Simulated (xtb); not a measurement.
Zn(SeH)(SiH3) (H₄SeSiZn), SMILES [SiH3][Zn][SeH]. All values are semi-empirical tight-binding results from xtb (GFN2-xTB unless named), good for trends rather than for accurate numbers. Geometry: GFN2-xTB. The structure was generated by enumeration; whether it is a known compound was not checked. One conformer was computed; it need not be the lowest.

Optimised geometry:

Bonded distances (Å): Zn1–Se2 2.458, Zn1–Si4 2.380, Se2–H3 1.418, Si4–H5 1.467, Si4–H6 1.467, Si4–H7 1.463. Bond angles (°): Se2–Zn1–Si4 143.3, Zn1–Se2–H3 106.9, Zn1–Si4–H5 109.8, Zn1–Si4–H6 110.9, Zn1–Si4–H7 114.2, H5–Si4–H6 107.4, H5–Si4–H7 107.2, H6–Si4–H7 107.1.

The geometry has at least one imaginary mode, so it is a saddle point at that level.

For metal compounds this method's bond lengths and energies can be far off.

orbital gap: 3.27 eV

Computed atomic charges and the Wiberg bond orders between heavy atoms:
charges (e) Zn1 0.22, Se2 -0.57, H3 0.20, Si4 0.39, H5 -0.08, H6 -0.08, H7 -0.09. Bond orders Zn1–Se2 0.73, Zn1–Si4 0.74.
